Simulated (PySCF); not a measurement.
Input of a run (PBE0-D3(BJ)/def2-SVP geometry optimisation, gas phase (PySCF 2.14.0)), started from GFN2-xTB:
```
{"job": {"xc": "PBE0", "basis": "def2-SVP", "d3": "d3bj", "grid": 1, "shake": 0.01, "kind": "geom"}, "charge": 0, "multiplicity": 1}
C     -1.844330     0.233410    -0.920940
N     -0.882950    -0.645730    -0.336070
Ga     0.207080    -0.262510     1.088860
N      2.028470     0.388010    -0.007060
F      1.119720    -1.688490     1.612510
H     -1.556850     1.294330    -0.754840
H     -1.916200     0.092400    -2.006530
H     -2.853470     0.140490    -0.510810
H     -1.210680    -1.594100    -0.374080
H      0.055440     0.800220     2.191090
H      1.989740     1.241110    -0.538670
H      2.813860     0.376910     0.615890
H      2.055970    -0.392930    -0.653420
```

Output (energies in Eh, forces in Eh/bohr):
```
step   0  E = -2176.23533261  max force = 0.025312
step   1  E = -2176.23917953  max force = 0.007713
step   2  E = -2176.23964619  max force = 0.002638
step   3  E = -2176.23985344  max force = 0.001593
step   4  E = -2176.23996316  max force = 0.001925
step   5  E = -2176.24015819  max force = 0.002111
step   6  E = -2176.24029879  max force = 0.001549
step   7  E = -2176.24037367  max force = 0.000755
step   8  E = -2176.24040471  max force = 0.000512
step   9  E = -2176.24042978  max force = 0.001004
step  10  E = -2176.24047532  max force = 0.001409
step  11  E = -2176.24059521  max force = 0.002397
step  12  E = -2176.24071467  max force = 0.004749
step  13  E = -2176.24095348  max force = 0.002607
step  14  E = -2176.24126458  max force = 0.001010
step  15  E = -2176.24159176  max force = 0.003147
step  16  E = -2176.24166957  max force = 0.002477
step  17  E = -2176.24174934  max force = 0.000821
step  18  E = -2176.24177856  max force = 0.000587
step  19  E = -2176.24178757  max force = 0.000468
step  20  E = -2176.24179434  max force = 0.000411
optimisation converged
```

Task: Summarise the run.

Result: The energy falls by 4.1 kcal/mol over 21 energy and gradient evaluations, the largest force component goes from 0.0253 to 4.1e-04 Eh/bohr, and the atoms move by 0.504 Å rms after alignment. The bond that changes most is Ga3–N4 (ends: gallium bonded to F, 2 N and H; nitrogen bonded to Ga and 3 H), which shortens by 0.101 Å. Bonds longer at the end by more than 0.005 Å: 10 of 12; shorter: 2. Among the angles that change most is Ga3–N4–H13, from 96.4° to 106.1°. Among the dihedrals that turn most is H10–Ga3–N4–H11, from -68° to -4°. The energy never rose by more than 1e-6 Eh on the way. The first step brought 60 % of the lowering.

Task: What are the final bond lengths?

Result: C1–N2 1.441 Å, N2–Ga3 1.850 Å, Ga3–N4 2.122 Å, Ga3–F5 1.792 Å, C1–H6 1.103 Å, C1–H7 1.108 Å, C1–H8 1.110 Å, N2–H9 1.016 Å, Ga3–H10 1.566 Å, N4–H11 1.019 Å, N4–H12 1.021 Å, N4–H13 1.021 Å. Numbering counts from 1 in the input's order; the species is `[NH]([Ga@H-]([NH3+])[F])C`.

The run used 128 basis functions and 136 SCF cycles in all. Time: 2.2 min; peak memory 0.53 GiB. Hardware: an Arm Neoverse V2 with one thread, no GPU, shared host with 192 logical CPUs at a one-minute load of 41.

No frequency check. One conformer, not necessarily the lowest.
